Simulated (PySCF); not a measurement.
Highest harmonic wavenumber (cm⁻¹) of eight boron compounds: PBE-D3(BJ) beside B3LYP-D3(BJ), computed with PySCF for isolated molecules in the bases named; differences from unrounded values. The eight are the first of their class met in an unordered collection, after screening for sound electronic states; none was chosen by its value. Each level has its own optimised geometry.

```
molecule                              basis  B3LYP-D3(BJ)
---------------------------------  --------  ------------
C3H7BF2O, SMILES CC[C@@H](F)B(O)F  def2-SVP          3871
C3H6BFO2, SMILES OB(O)C1(F)CC1     def2-SVP          3840
C3H7BF2O, SMILES C[C@@H](OC)B(F)F  def2-SVP          3128
C₂H₆BFO₂, SMILES OCB(CO)F          def2-SVP          3816
C2H4BNO2, SMILES OB(O)CC#N         def2-SVP          3833
C4H5BFN, SMILES C#CB(F)/C=N/C      def2-SVP          3457
C2H5BO3, SMILES CB(O)C(=O)O        def2-SVP          3696
C2H8BNO2, SMILES C(B(O)N)OC        def2-SVP          3880
```

Question: Estimate the PBE-D3(BJ) values and say how PBE-D3(BJ) differs from B3LYP-D3(BJ) over the set. (An estimate is asked for; the answer gives what the named calculation found.)

Answer: 
```json
[
 {"molecule": "C3H7BF2O, SMILES CC[C@@H](F)B(O)F", "PBE-D3(BJ)": "3755", "difference": "-116"},
 {"molecule": "C3H6BFO2, SMILES OB(O)C1(F)CC1", "PBE-D3(BJ)": "3731", "difference": "-109"},
 {"molecule": "C3H7BF2O, SMILES C[C@@H](OC)B(F)F", "PBE-D3(BJ)": "3076", "difference": "-52"},
 {"molecule": "C₂H₆BFO₂, SMILES OCB(CO)F", "PBE-D3(BJ)": "3702", "difference": "-114"},
 {"molecule": "C2H4BNO2, SMILES OB(O)CC#N", "PBE-D3(BJ)": "3724", "difference": "-109"},
 {"molecule": "C4H5BFN, SMILES C#CB(F)/C=N/C", "PBE-D3(BJ)": "3391", "difference": "-66"},
 {"molecule": "C2H5BO3, SMILES CB(O)C(=O)O", "PBE-D3(BJ)": "3560", "difference": "-136"},
 {"molecule": "C2H8BNO2, SMILES C(B(O)N)OC", "PBE-D3(BJ)": "3773", "difference": "-106"}
]
```
PBE-D3(BJ) lies below B3LYP-D3(BJ) in 8 and above it in 0 of the eight; the mean signed difference is -101 and the largest -136 cm⁻¹.
